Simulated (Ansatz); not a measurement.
CH$_{6}$AlFOSi (`C[O][Al]([F])[SiH3]`), 11 atoms. The species carries charge 0 and has multiplicity 1. All runs use 4 threads of an Arm Neoverse V2 on a shared host. Correlated methods freeze the cores.

Q: How many basis functions does each run have, and how long does it take in Ansatz? RKS PBE0-D4/def2-QZVPP energy; direct RPA on PBE orbitals/def2-TZVPP energy; RKS ωB97M-V/def2-QZVPP energy; RKS PBE0-D4/def2-TZVP frequencies; RHF-MP2/def2-QZVPP energy; RHF-CCSD(T)/def2-TZVPP energy; RKS B2PLYP (frozen core)/def2-TZVPP energy; RHF-CCSD(T)/def2-SVP energy; RKS ωB97M-V/def2-TZVPP energy and forces; RKS B3LYP-D4/def2-TZVPP energy and forces; RKS PBE0-D4/def2-TZVP relaxation (25 steps); RKS ωB97M-V/def2-SVP energy. (Estimate.)

A: Computed: Other jobs shared the machine, so times are rough.

```csv
level,job,functions,wall time,peak host memory (GiB)
RHF-CCSD(T)/def2-SVP,energy,108,4.4 s,0.48
RKS B3LYP-D4/def2-TZVPP,energy and forces,261,4.6 s,0.72
RKS ωB97M-V/def2-SVP,energy,108,4.7 s,0.46
RKS B2PLYP (frozen core)/def2-TZVPP,energy,261,5 s,0.65
direct RPA on PBE orbitals/def2-TZVPP,energy,261,6.5 s,0.64
RKS PBE0-D4/def2-QZVPP,energy,491,8 s,1.8
RKS ωB97M-V/def2-TZVPP,energy and forces,261,11 s,0.93
RKS ωB97M-V/def2-QZVPP,energy,491,17 s,2.1
RHF-MP2/def2-QZVPP,energy,491,19 s,2.9
RKS PBE0-D4/def2-TZVP,relaxation (25 steps),203,76 s,0.53
RKS PBE0-D4/def2-TZVP,frequencies,203,2.2 min,0.51
RHF-CCSD(T)/def2-TZVPP,energy,261,2.5 min,6
```

B3LYP here is the variant with VWN-RPA as its local correlation; programs differ in this.
